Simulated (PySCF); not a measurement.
F3Sb, singlet, geometry from GFN2-xTB (core potentials on Sb); PBE/def2-SVP run with PySCF.

Here is a job for PySCF.
```python
from pyscf import gto, scf, dft

mol = gto.M(
    atom='''
Sb    0.001796   -0.002684    0.402632
F    -1.261065   -0.927082   -0.761131
F    -0.181799    1.560283   -0.749366
F     1.432688   -0.617995   -0.771085
''',
    basis='def2-svp',
    ecp={'Sb': 'def2-svp'},
    charge=0,
    spin=0,
    verbose=4,
)

mf = dft.RKS(mol)
mf.xc = 'pbe'
mf.grids.atom_grid = (99, 590)
mf.grids.prune = None
mf.kernel()
```

Task: Write the output that PySCF gives for this input, abridged.

Result: 
```
PySCF version 2.14.0

[INPUT] verbose = 4
[INPUT] num. atoms = 4
[INPUT] num. electrons = 50
[INPUT] charge = 0
[INPUT] spin (= nelec alpha-beta = 2S) = 0
[INPUT] symmetry False subgroup None
[INPUT] Mole.unit = angstrom
[INPUT] Symbol           X                Y                Z      unit          X                Y                Z       unit  Magmom
[INPUT]  1 Sb     0.001796000000  -0.002684000000   0.402632000000 AA    0.003393948120  -0.005072024918   0.760864208986 Bohr   0.0
[INPUT]  2 F     -1.261065000000  -0.927082000000  -0.761131000000 AA   -2.383067475275  -1.751931075014  -1.438329134916 Bohr   0.0
[INPUT]  3 F     -0.181799000000   1.560283000000  -0.749366000000 AA   -0.343550319720   2.948507546815  -1.416096507061 Bohr   0.0
[INPUT]  4 F      1.432688000000  -0.617995000000  -0.771085000000 AA    2.707387941951  -1.167841296351  -1.457139468760 Bohr   0.0

nuclear repulsion = 215.921522545071
number of shells = 28
number of NR pGTOs = 133
number of NR cGTOs = 68
basis = def2-svp
ecp = {'Sb': 'def2-svp'}

******** <class 'pyscf.dft.rks.RKS'> ********
method = RKS
initial guess = minao
damping factor = 0
level_shift factor = 0
DIIS = <class 'pyscf.scf.diis.CDIIS'>
diis_start_cycle = 1
diis_space = 8
diis_damp = 0
SCF conv_tol = 1e-09
SCF conv_tol_grad = None
SCF max_cycles = 50
direct_scf = True
direct_scf_tol = 1e-13
XC library pyscf.dft.libxc version 7.1.2
    S. Lehtola, C. Steigemann, M. J. T. Oliveira, and M. A. L. Marques,  SoftwareX 7, 1–5 (2018)
XC functionals = pbe
    J. P. Perdew, K. Burke, and M. Ernzerhof,  Phys. Rev. Lett. 77, 3865 (1996)
    J. P. Perdew, K. Burke, and M. Ernzerhof,  Phys. Rev. Lett. 78, 1396 (1997)
    J. P. Perdew, K. Burke, and M. Ernzerhof,  Phys. Rev. Lett. 77, 3865 (1996)
    J. P. Perdew, K. Burke, and M. Ernzerhof,  Phys. Rev. Lett. 78, 1396 (1997)
radial grids:
    Treutler-Ahlrichs [JCP 102, 346 (1995); DOI:10.1063/1.469408] (M4) radial grids

becke partition: Becke, JCP 88, 2547 (1988); DOI:10.1063/1.454033
pruning grids: None
grids dens level: 3
symmetrized grids: False
atomic radii adjust function: <function treutler_atomic_radii_adjust>
User specified grid scheme (99, 590)
small_rho_cutoff = 0
Set gradient conv threshold to 3.16228e-05
Initial guess from minao.
tot grids = 233640
init E= -514.239721741234
  HOMO = -0.846219747209777  LUMO = -0.731950086804956  gap/eV = 3.10944
cycle= 1 E= -538.212724943037  delta_E=  -24  |g|= 2.55  |ddm|= 9.99
  HOMO = -0.101600266802983  LUMO = 0.0799184563490513  gap/eV = 4.93938
cycle= 2 E= -538.109808264699  delta_E= 0.103  |g|= 2.59  |ddm|= 6.53
  HOMO = -0.226644424501026  LUMO = -0.0632181532939037  gap/eV = 4.44706
cycle= 3 E= -539.172003671663  delta_E= -1.06  |g|= 0.993  |ddm|= 3.17
  HOMO = -0.327597302635616  LUMO = -0.10735912237106  gap/eV = 5.99299
cycle= 4 E= -539.302751081709  delta_E= -0.131  |g|= 0.388  |ddm|= 0.857
  HOMO = -0.303197613004998  LUMO = -0.105525520620085  gap/eV = 5.37893
cycle= 5 E= -539.329987274333  delta_E= -0.0272  |g|= 0.0747  |ddm|= 0.357
  HOMO = -0.302931881415805  LUMO = -0.100772065899989  gap/eV = 5.50105
cycle= 6 E= -539.331435572098  delta_E= -0.00145  |g|= 0.00468  |ddm|= 0.0808
  HOMO = -0.302978034461237  LUMO = -0.10076772357892  gap/eV = 5.50242
cycle= 7 E= -539.331439122614  delta_E= -3.55e-06  |g|= 0.000784  |ddm|= 0.00447
  HOMO = -0.303041275777046  LUMO = -0.100801701672481  gap/eV = 5.50322
cycle= 8 E= -539.331439295788  delta_E= -1.73e-07  |g|= 8.24e-05  |ddm|= 0.00127
  HOMO = -0.303046926883981  LUMO = -0.10080758326618  gap/eV = 5.50321
cycle= 9 E= -539.3314392959  delta_E= -1.12e-10  |g|= 7.41e-05  |ddm|= 0.000116
  HOMO = -0.303047364611718  LUMO = -0.100807487989806  gap/eV = 5.50323
cycle= 10 E= -539.331439296906  delta_E= -1.01e-09  |g|= 1.44e-05  |ddm|= 5.67e-05
  HOMO = -0.303047871627972  LUMO = -0.100807210723796  gap/eV = 5.50325
cycle= 11 E= -539.331439296951  delta_E= -4.48e-11  |g|= 5.06e-07  |ddm|= 1.33e-05
  HOMO = -0.303047797766055  LUMO = -0.100807212474984  gap/eV = 5.50325
Extra cycle  E= -539.331439296952  delta_E= -7.96e-13  |g|= 1.09e-06  |ddm|= 1.41e-06
converged SCF energy = -539.331439296952
```
